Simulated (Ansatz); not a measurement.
# C3H12B2OSi: where a starting geometry ends

The starting geometry of this gas-phase singlet was optimised with GFN2-xTB.

```yaml
atoms:
  - { symbol: C, position_ang: [-0.4764, -1.0095, -1.9054] }
  - { symbol: C, position_ang: [0.3439, 0.4934, 0.6498] }
  - { symbol: C, position_ang: [2.4955, -0.7144, -1.1858] }
  - { symbol: B, position_ang: [-0.8357, -2.7354, 2.7416] }
  - { symbol: B, position_ang: [0.6324, -2.7323, 0.6088] }
  - { symbol: O, position_ang: [-0.0953, -2.7743, 1.6802] }
  - { symbol: Si, position_ang: [0.7596, -1.0348, -0.4338] }
  - { symbol: H, position_ang: [-0.3510, -2.4481, 3.7787] }
  - { symbol: H, position_ang: [-1.9843, -2.9946, 2.6587] }
  - { symbol: H, position_ang: [1.1837, -3.7331, 0.2927] }
  - { symbol: H, position_ang: [-1.5028, -1.1098, -1.5628] }
  - { symbol: H, position_ang: [-0.4085, -0.0822, -2.4669] }
  - { symbol: H, position_ang: [-0.2833, -1.8247, -2.5971] }
  - { symbol: H, position_ang: [-0.6325, 0.3873, 1.1157] }
  - { symbol: H, position_ang: [0.3325, 1.4126, 0.0713] }
  - { symbol: H, position_ang: [1.0699, 0.6206, 1.4487] }
  - { symbol: H, position_ang: [2.5200, 0.2134, -1.7502] }
  - { symbol: H, position_ang: [2.7848, -1.5151, -1.8604] }
  - { symbol: H, position_ang: [3.2595, -0.6478, -0.4154] }
```

Problem. Predict what it relaxes into with B3LYP-D3(BJ)/def2-SVP.

Solution. It keeps its bonds, and is `BOB[Si](C)(C)C`.

The energy falls by 0.23 eV over 24 steps:

```json
{"step": "1", "E − E(last) (eV)": "0.227"}
{"step": "4", "E − E(last) (eV)": "0.007"}
{"step": "6", "E − E(last) (eV)": "0.006"}
{"step": "9", "E − E(last) (eV)": "0.004"}
{"step": "11", "E − E(last) (eV)": "0.003"}
{"step": "14", "E − E(last) (eV)": "0.001"}
{"step": "16", "E − E(last) (eV)": "0.001"}
{"step": "19", "E − E(last) (eV)": "0.000"}
{"step": "21", "E − E(last) (eV)": "0.000"}
{"step": "24", "E − E(last) (eV)": "0.000"}
```

Final geometry (Å):

```yaml
atoms:
  - { symbol: C, position_ang: [-0.3932, -0.9593, -2.0948] }
  - { symbol: C, position_ang: [0.1441, 0.4526, 0.6080] }
  - { symbol: C, position_ang: [2.4867, -0.7540, -1.0187] }
  - { symbol: B, position_ang: [-0.5357, -2.6719, 2.9400] }
  - { symbol: B, position_ang: [0.4297, -2.7453, 0.4470] }
  - { symbol: O, position_ang: [-0.0503, -2.7612, 1.7004] }
  - { symbol: Si, position_ang: [0.6692, -0.9714, -0.5241] }
  - { symbol: H, position_ang: [0.2404, -2.5608, 3.8593] }
  - { symbol: H, position_ang: [-1.7331, -2.7076, 3.0969] }
  - { symbol: H, position_ang: [0.6965, -3.8265, -0.0380] }
  - { symbol: H, position_ang: [-1.4653, -1.0588, -1.8592] }
  - { symbol: H, position_ang: [-0.2559, -0.0145, -2.6471] }
  - { symbol: H, position_ang: [-0.1169, -1.7872, -2.7679] }
  - { symbol: H, position_ang: [-0.9124, 0.3528, 0.9078] }
  - { symbol: H, position_ang: [0.2597, 1.4277, 0.1065] }
  - { symbol: H, position_ang: [0.7522, 0.4740, 1.5276] }
  - { symbol: H, position_ang: [2.6274, 0.1908, -1.5701] }
  - { symbol: H, position_ang: [2.8225, -1.5779, -1.6693] }
  - { symbol: H, position_ang: [3.1464, -0.7301, -0.1361] }
```

No frequencies were run, so the end isn't proven a minimum. Run with Ansatz 0.2.0, 70 s on 4 threads of Arm Neoverse V2, with other jobs on the host.
